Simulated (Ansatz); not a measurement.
Calculated with Ansatz (gas phase, PBE0-D4/def2-TZVP geometries, no zero-point term in ΔE). CCSD(T)/CBS adds triple-zeta CCSD(T) − MP2 to the extrapolated MP2 energy (def2 sets, frozen cores). This one scheme is used for every species. DFT in def2-TZVPP. B3LYP here is the variant with VWN-RPA as its local correlation; programs differ in this. For Ge outer-core shells are correlated without core-valence functions, which leaves a few kJ/mol of doubt a bond. Scalar relativity is left out up to krypton. One conformer a species, not always the lowest.

Reaction (formal hydrolysis of the Si–N bond): `N[SiH]1[O][GeH2]1` + H₂O → `O[SiH]1[O][GeH2]1` + NH₃

(1) Is it downhill or uphill in electronic energy at CCSD(T)/CBS, and by how much? (Best estimate.)

(2) What do these levels give: PBE-D4, r2SCAN-D4, PBE0-D4, B3LYP-D4, ωB97X-V, ωB97M-V, PBE, B3LYP, HF/def2-TZVPP, CCSD/def2-TZVPP, SCS-MP2/def2-QZVPP, CCSD/CBS(def2)? (Estimate.)

Largest T1 diagnostic among the species: 0.014.

Answers

(1) Computed: Downhill: ΔE = -29.7 kJ/mol.

(2) Ansatz gave: PBE-D4 -29.6, r2SCAN-D4 -33.5, PBE0-D4 -29.2, B3LYP-D4 -32.0, ωB97X-V -33.3, ωB97M-V -32.3, PBE -31.3, B3LYP -34.7, HF/def2-TZVPP -38.0, CCSD/def2-TZVPP -33.1, SCS-MP2/def2-QZVPP -31.7, CCSD/CBS(def2) -30.2 kJ/mol.

In def2-TZVPP, CCSD(T) changes the Hartree–Fock value by +5.4 kJ/mol (the triples alone add +0.5 kJ/mol) and MP2 by +6.6 kJ/mol.
